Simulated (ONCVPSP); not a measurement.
Varying the ONCV potential for Se

Base potential:

```
Element                 : Se (Z = 34)
Generator               : ONCVPSP 4.0.1
Type                    : optimised norm-conserving Vanderbilt (ONCV)
Functional              : PBEsol
Relativity              : scalar-relativistic
Frozen core             : [Ne]
Valence charge          : 24
Reference configuration : 3s2 3p6 3d10 4s2 4p3 (charge +1)
Partial waves           : 3s+4s: rc 1.15 bohr, ncon 4, nbas 7, qcut 11.9 1/bohr, 2 projectors; 3p+4p: rc 0.95 bohr, ncon 4, nbas 8, qcut 17.4 1/bohr, 3 projectors, debl 2.7 Ha; 3d: rc 1.05 bohr, ncon 5, nbas 10, qcut 17.5 1/bohr, 1 projector
Local potential         : polynomial inside 0.80 bohr (lpopt 3, dvloc0 0 Ha)
Core correction         : Teter function, parameters optimised by the program
```

Cutoffs, loose and tight: the cutoffs (Ha) at which the residual kinetic energy of the hardest occupied pseudo-wave falls to 1 and 0.1 mHa per electron. They do not see the model core or the augmentation charge, which bear on the density cutoff. Test errors are all-electron minus pseudo excitation energies from the reference, over the configurations 3s2 3p6 3d10 4s2 4p4; 3s2 3p6 3d10 4s2 4p2; 3s2 3p6 3d10 4s2 4p1; 3s2 3p6 3d10 4s2 4p3.5. A dash means not determined; rows that change the core or the reference have their own tests.

```
      change    outcome  cutoff, loose  cutoff, tight  bound ghosts  GHOST(+) flags above zero  largest test error (meV)
        base  generated         117 Ha         131 Ha          none                       none                      -4.2
 s: qcut 6.9  generated         117 Ha         131 Ha          none                       none                      -4.0
 s: qcut 8.2  generated         117 Ha         131 Ha          none                       none                      -4.0
 s: qcut 9.6  generated         117 Ha         131 Ha          none                       none                      -4.1
s: qcut 11.3  generated         117 Ha         131 Ha          none                       none                      -4.2
s: qcut 12.2  generated         117 Ha         131 Ha          none                       none                      -4.2
s: qcut 13.9  generated         117 Ha         131 Ha          none                       none                      -4.3
s: qcut 14.8  generated         117 Ha         131 Ha          none                       none                      -4.3
s: qcut 16.8  generated         117 Ha         131 Ha          none                       none                      -3.3
s: qcut 17.4  generated         117 Ha         131 Ha          none                       none                      -3.4
```

Reading the sweep of the qcut of the s channel (base included, trends over the rows without a ghost): The loose cutoff stays near 117 Ha. The median size of the test errors (rows with all tests solved) stays near 1.0 meV.
